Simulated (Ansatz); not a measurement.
`CC(Cl)B(F)F` + H₂Se → `FB(F)[SeH]` + `CCCl` at 400 K and 1 bar (ligand exchange at a B–C bond).

Calculated with Ansatz (gas phase, PBE0-D4/def2-TZVP geometries, no zero-point term in ΔE). CBS: MP2 limit from def2 TZ/QZ plus the TZ coupled-cluster correction, frozen cores. For Se outer-core shells are correlated without core-valence functions, which leaves a few kJ/mol of doubt a bond. Scalar relativity is left out up to krypton. Each species was taken in one conformer, which may not be the lowest.

```csv
species,CCSD(T)/CBS energy (Eh),H − E (kJ/mol),S (J/(mol·K))
`CC(Cl)B(F)F`,-762.80575,206.6,382.5
H₂Se,-2401.89790,49.4,229.5
`FB(F)[SeH]`,-2625.82827,69.2,322.9
`CCCl`,-538.89655,195.0,294.4
```

H − E and S are ideal-gas, rigid-rotor, harmonic terms from PBE0-D4/def2-TZVP, for one conformer and one mirror image of each species. 1 Eh = 2625.50 kJ/mol, R = 8.31446 J/(mol·K).

Task: By hand: ΔE, ΔH, ΔS and ΔG.

Result: ΔE = (-2625.82827) + (-538.89655) − (-762.80575) − (-2401.89790) = -0.02117 Eh = -55.6 kJ/mol. Δ(H − E) = 69.2 + 195.0 − 206.6 − 49.4 = 8.2, so ΔH = -47.4 kJ/mol. ΔS = 322.9 + 294.4 − 382.5 − 229.5 = 5.3 J/(mol·K). ΔG = -47.4 − 400 × (5.3)/1000 = -49.5 kJ/mol.

Task: By hand: the equilibrium constant, and the temperature at which ΔG would vanish if ΔH and ΔS stayed fixed.

Result: log₁₀ K = −ΔG/(RT ln 10) = 6.5. ΔH and −TΔS have one sign here, so there is no such temperature.

The number of gas molecules stays the same, so ΔS is small and ΔH decides. A doubt of 5 kJ/mol in ΔE shifts log₁₀ K by 0.7 here. Other conformers and mirror images would add mixing entropy, several J/(mol·K) or more a flexible species. Modes under 60 cm⁻¹, often nearly free rotors, make the harmonic entropy too high. These are equilibria of isolated gas molecules and say nothing of rates. Largest T1 diagnostic: 0.012 (customary marks: 0.02 for closed shells, 0.045 for open ones).

ΔS is within the doubt of such terms, so its sign, and with it that verdict, could turn.
